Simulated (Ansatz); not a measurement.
Na6Zr, relaxed as a singlet with RKS PBE-D4/def2-SVP in Ansatz, starting from the GFN1-xTB geometry. Force threshold 0.02 eV/Å.

In the def2 sets Zr takes a core potential; there is no spin–orbit coupling. The relaxation made no stability test and no search for a lower SCF solution. No other spin state of charge 0 was run. The structure comes from a short search, and lower isomers may exist.

Start:

```xyz
7

Zr    0.2401    0.0956    0.1754
Na    1.9647    0.0511   -0.6937
Na   -0.7438   -0.7200    1.3640
Na   -0.7180    0.0981   -1.3259
Na    0.7037    0.7040   -1.3933
Na   -1.2291   -0.8734   -0.0966
Na   -0.2176    0.6445    1.9700
```

```
step  energy (eV)  largest force component (eV/Å)  SCF passes
   1  -27694.6442                          25.671          44
   2  -27714.1149                          12.727          33
   3  -27726.3155                           6.560          35
   4  -27733.5949                           4.464          62
   5  -27738.7461                           2.979          91
   6  -27742.0597                           1.756          43
   7  -27743.7622                           1.117          47
   8  -27744.9959                           0.909          83
   9  -27745.8245                           0.520          53
  10  -27746.2838                           0.419          45
  11  -27746.4512                           0.322          46
  12  -27746.5183                           0.153          48
  13  -27746.5428                           0.026          46
  14  -27746.5535                           0.022          42
  15  -27746.5657                           0.016          43
  16  -27746.5774                           0.017          42
  17  -27746.5889                           0.022          42
  18  -27746.6030                           0.036          32
  19  -27746.6231                           0.049          31
  20  -27746.6517                           0.058          32
  21  -27746.6826                           0.049          33
  22  -27746.7051                           0.039          32
  23  -27746.7166                           0.030          31
  24  -27746.7221                           0.048          31
  25  -27746.7237                           0.029          24
  26  -27746.7242                           0.007          26
```

Force components are those of the run's own axes.

End:

```xyz
7

Zr   -0.003   -0.001   -0.002
Na    3.209    1.062    0.173
Na   -1.150   -1.846    2.587
Na   -1.231   -0.715   -3.074
Na    1.157    1.849   -2.583
Na   -3.214   -1.056   -0.174
Na    1.232    0.707    3.072
```

Bonds lost: Na2–Na3, Na2–Na4, Na2–Na6, Na3–Na4, Na3–Na5, Na4–Na7, Na5–Na6, Na5–Na7 (atoms count from 1). The end is the same structure that another start reached.

The force fell under the threshold at step 15, but the optimiser went on and released 0.159 eV more. No frequencies were taken in this run, so the end may be a saddle point.

Hardware: 4 threads of Intel Xeon 6975P-C on a shared host. Wall time 40 s.
